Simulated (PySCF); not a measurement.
ethenoxysilane (C₂H₆OSi), SMILES C=CO[SiH3]. Atoms are numbered in the order given.

```xyz
10

C     -0.0984     2.3787     0.0000
C      0.3689     1.1289     0.0000
O     -0.4434     0.0389     0.0000
Si     0.0394    -1.5694     0.0000
H     -1.1725     2.5773     0.0000
H      0.5973     3.2185     0.0000
H      1.4493     0.9240     0.0000
H      0.8542    -1.8689    -1.2135
H     -1.2104    -2.3669     0.0000
H      0.8542    -1.8689     1.2135
```
Charge 0, spin multiplicity 1.

Geometry: B3LYP-D3(BJ)/def2-SVP. The geometry has at least one imaginary mode, so it is a saddle point at that level. The values are those of a single conformer.

Computed with HF/pcSseg-1 (PySCF).

GIAO shieldings, no solvent; atoms listed in one row are averaged. δ = σ(ref) − σ: ¹³C against TMS (σ = 192.6 ppm); ¹⁷O against H2O (σ = 333.0 ppm); ²⁹Si against TMS (σ = 393.8 ppm); ¹H against TMS (σ = 31.99 ppm), references at their B3LYP-D3(BJ)/def2-TZVP geometries, non-relativistic.

Question: Estimate the chemical shifts. (Estimate from the structure and the level; the computed values follow.)

Answer: 
```
nucleus        atoms  count  δ (ppm)
-------  -----------  -----  -------
¹³C               C2      1    155.6
¹³C               C1      1    105.1
¹⁷O               O3      1     60.7
²⁹Si             Si4      1    -36.1
¹H                H7      1     6.61
¹H                H5      1     5.38
¹H                H6      1     4.83
¹H       H8, H9, H10      3     4.62
```
